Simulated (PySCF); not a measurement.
## Correlation energy of K³⁺ (potassium, charge +3)

[Ne] 3s2 3p4, high-spin 3P determinant. All numbers are calculated (PySCF 2.14, the spin-free X2C one-electron Hamiltonian (Gaussian nucleus), in cc-pVTZ-X2C (6s5p3d1f, 43 functions)). Frozen: [Ne] 3s2; 4 electrons correlated.

Total MP2 correlation energy: -22.50 mhartree.

Same-spin part -9.31 and opposite-spin part -13.19 mhartree; SCS-MP2 scales them by 1/3 and 6/5 to -18.93 mhartree.

```tsv
level	correlation energy (mhartree)
CCSD	-27.53
(T)	-0.02
CCSD(T)	-27.55
```

Diagnostics: T1 = 0.00077, D1 = 0.0013, largest double amplitude 0.037.

Cost of the coupled-cluster step: 0.85 s of wall time on 1 thread of Neoverse-N1 (shared host), for 4 correlated electrons.

Iterations:

```
CC2 = 0
CCSD nocc = (np.int64(3), np.int64(1)), nmo = (37, 37)
frozen orbitals [[0, 1, 2, 3, 4, 5], [0, 1, 2, 3, 4, 5]]
max_cycle = 100
direct = 0
conv_tol = 1e-08
conv_tol_normt = 1e-06
diis_space = 8
diis_start_cycle = 0
Init t2, MP2 energy = -0.0224997704238975
Init E_corr(UCCSD) = -0.022499770424029
cycle = 1  E_corr(UCCSD) = -0.0266057718864727  dE = -0.00410600146  norm(t1,t2) = 0.015725
cycle = 2  E_corr(UCCSD) = -0.0273547736389401  dE = -0.000749001752  norm(t1,t2) = 0.00301982
cycle = 3  E_corr(UCCSD) = -0.0275292900510416  dE = -0.000174516412  norm(t1,t2) = 0.000632377
cycle = 4  E_corr(UCCSD) = -0.0275281970727335  dE = 1.09297831e-06  norm(t1,t2) = 5.69315e-05
cycle = 5  E_corr(UCCSD) = -0.0275282736617056  dE = -7.65889721e-08  norm(t1,t2) = 4.9095e-06
cycle = 6  E_corr(UCCSD) = -0.0275282607160104  dE = 1.29456951e-08  norm(t1,t2) = 6.15483e-07
cycle = 7  E_corr(UCCSD) = -0.0275282604647398  dE = 2.51270615e-10  norm(t1,t2) = 7.01907e-08
UCCSD converged
E(UCCSD) = -598.4971113992557  E_corr = -0.02752826046473983
UCCSD(T) correction = -1.63722565095666e-05
```
